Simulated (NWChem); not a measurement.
Molecule: Si2H4, singlet; SMILES [SiH][SiH3]

Results from NWChem. Pople sets run with spherical d functions. Low-valent species are run as closed-shell singlets; no triplet was tried in these runs. B3LYP is NWChem's, with the RPA form of VWN correlation. Each level has its own optimisation; frequencies are unscaled. Brackets give each atom's bonded neighbours.

| level | r Si–Si (Å) | r H–Si [H(Si)–Si(HSi)] (Å) | highest harmonic frequency (cm⁻¹) | lowest (cm⁻¹) | zero-point energy (kcal/mol) | dipole (D) |
|---|---|---|---|---|---|---|
| Hartree-Fock/6-31G* | 2.400 | 1.509 | 2358 | 122 | 20.7 | 0.38 |
| B3LYP/3-21G | ? | ? | ? | ? | 18.6 | ? |
| Hartree-Fock/STO-3G | 2.292 | 1.459 | 2891 | 143 | 25.6 | 0.89 |
| PBE0/def2-SVP | 2.394 | 1.534 | 2224 | 36 | 19.0 | 0.26 |

What belongs in the gaps?


- B3LYP/3-21G, r Si–Si (Å): 2.472
- B3LYP/3-21G, r H–Si [H(Si)–Si(HSi)] (Å): 1.555
- B3LYP/3-21G, highest harmonic frequency (cm⁻¹): 2195
- B3LYP/3-21G, lowest (cm⁻¹): 84
- B3LYP/3-21G, dipole (D): 0.42
